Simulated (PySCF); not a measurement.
Shifts of the heteroatoms

Molfile (atoms numbered from 1):
```
C6H9FSi
     RDKit          3D

 17 17  0  0  0  0  0  0  0  0999 V2000
    3.7974    0.5433    0.0128 C   0  0  0  0  0  0  0  0  0  0  0  0
    2.4434    0.0446   -0.0202 C   0  0  0  0  0  0  0  0  0  0  0  0
    1.3119   -0.3719   -0.0474 C   0  0  0  0  0  0  0  0  0  0  0  0
   -0.4161   -0.9971   -0.0881 Si  0  0  1  0  0  4  0  0  0  0  0  0
   -1.6458   -0.1873    1.1373 C   0  0  0  0  0  0  0  0  0  0  0  0
   -2.5748    0.1770   -0.0265 C   0  0  1  0  0  0  0  0  0  0  0  0
   -3.0442    1.4739    0.0463 F   0  0  0  0  0  0  0  0  0  0  0  0
   -1.6391   -0.0519   -1.2191 C   0  0  0  0  0  0  0  0  0  0  0  0
    4.0062    0.9869    0.9860 H   0  0  0  0  0  0  0  0  0  0  0  0
    4.4983   -0.2721   -0.1636 H   0  0  0  0  0  0  0  0  0  0  0  0
    3.9328    1.3015   -0.7580 H   0  0  0  0  0  0  0  0  0  0  0  0
   -0.4773   -2.4582   -0.1721 H   0  0  0  0  0  0  0  0  0  0  0  0
   -2.1189   -0.7828    1.9136 H   0  0  0  0  0  0  0  0  0  0  0  0
   -1.2575    0.7175    1.6010 H   0  0  0  0  0  0  0  0  0  0  0  0
   -3.4658   -0.4578   -0.0649 H   0  0  0  0  0  0  0  0  0  0  0  0
   -1.2504    0.9008   -1.5731 H   0  0  0  0  0  0  0  0  0  0  0  0
   -2.1071   -0.5542   -2.0615 H   0  0  0  0  0  0  0  0  0  0  0  0
  1  2  1  0
  2  3  3  0
  3  4  1  0
  4  5  1  0
  5  6  1  0
  6  7  1  0
  6  8  1  0
  8  4  1  0
  1  9  1  0
  1 10  1  0
  1 11  1  0
  4 12  1  6
  5 13  1  0
  5 14  1  0
  6 15  1  6
  8 16  1  0
  8 17  1  0
M  END
```

One averaged value for each set of equivalent atoms, gas phase, non-relativistic Hamiltonian, a single conformation. Coordinates at the GFN2-xTB level; PBE0/pcSseg-1 with gauge-including orbitals; PySCF.

**Question.** Where does 19F resonate?

**Answer.** 
| atoms | environment | σ (ppm) | δ (ppm) |
| --- | --- | --- | --- |
| F7 | fluorine on an sp3 carbon | 328.6 | -135.9 |

Shieldings were converted by a linear fit to measured shifts: 19F (scatter 6.0 ppm rms, 7.0 ppm with the 5 outliers that the fit left out vs CFCl3, solution or neat liquid, with a term for F on sp3 carbon). Occasional misses reach two or three times the rms, and more in compound classes unlike the fitted ones.

On a 300 MHz spectrometer 19F resonates near 282.3 MHz, so 1 ppm is 282.3 Hz.

**Question.** What are the 29Si shifts?

**Answer.** 
| atoms | environment | σ (ppm) | δ (ppm) |
| --- | --- | --- | --- |
| Si4 | silicon bonded to 3 C, H, in a 4-membered ring | 415.1 | -61.2 |

Shieldings were converted by a linear fit to measured shifts: 29Si: δ = 279.94 − 0.822σ (rms 8.9 ppm, 72 shifts, 25.8 ppm with the 6 outliers that the fit left out vs TMS, solution or neat liquid). A few per cent of atoms miss by over 2 rms, more outside the fitted compound classes.

On a 300 MHz spectrometer 29Si resonates near 59.6 MHz, so 1 ppm is 59.6 Hz.
